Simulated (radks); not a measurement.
Valence configurations of the fluorine ion F2+ (all share [He]). Method: scalar-relativistic Kohn-Sham, LDA (Slater exchange, Perdew-Wang correlation), spin-polarised, spherical densities, point nucleus; open shells are filled with parallel spins first; computed with a radial shooting solver on a logarithmic mesh with Libxc functionals. Energies are relative to 2s2 2p3; eigenvalues in eV for spin up.

valence,E (eV),moment (Bohr magnetons),e(2p),e(2s)
2s2 2p3,0.000,3,-51.596,-69.951
2s1 2p4,18.665,3,-51.377,-69.971
2s1.5 2p3.5,9.347,3,-51.486,-69.961
2p5,41.929,1,-49.575,-

NIST lists [He] 2s2 2p3 as the ground configuration; this level of theory agrees among the configurations tried. The energies are those of spherical high-spin densities, not of single terms.
